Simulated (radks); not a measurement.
The selenium anion Se2-, [Kr], held by a Watson sphere: a shell of charge +2 at radius R that stands for the Madelung well of a crystal (potential energy -2/R inside, -2/r outside, in hartree with lengths in bohr). Method: scalar-relativistic Kohn-Sham, PBEsol, spin-polarised, spherical densities, finite nucleus; Fermi nuclear charge, rms radius of each element as measured or else 0.836 A^(1/3) + 0.57 fm; computed with a radial shooting solver on a logarithmic mesh with Libxc functionals. Response by self-consistent Sternheimer equations with the Hartree and adiabatic LDA kernel, the relativistic mass of each level held fixed and spin-orbit coupling left out. The sphere does not respond.

| R (bohr) | e(3d) (eV) | e(4s) (eV) | e(4p) (eV) | <r> 4p (bohr) | sum of <r^2> (bohr^2) | X-ray form factor at sin(theta)/lambda = 0.1 1/angstrom | alpha (bohr^3) |
|---|---|---|---|---|---|---|---|
| 2.24 | -51.517 | -18.225 | -7.841 | 2.290 | 52.97 | 32.718 | 30.27 |
| 2.61 | -50.950 | -17.211 | -7.176 | 2.388 | 56.66 | 32.555 | 36.98 |
| 2.79 | -50.737 | -16.769 | -6.846 | 2.434 | 58.43 | 32.482 | 40.85 |
| 3.19 | -50.309 | -15.901 | -6.127 | 2.528 | 62.24 | 32.337 | 50.95 |
| 4.26 | -49.257 | -14.178 | -4.469 | 2.737 | 71.72 | 32.053 | 89.83 |
| 4.43 | -49.102 | -13.965 | -4.247 | 2.765 | 73.15 | 32.020 | 97.93 |
| 4.68 | -48.884 | -13.675 | -3.940 | 2.805 | 75.23 | 31.975 | 111.0 |
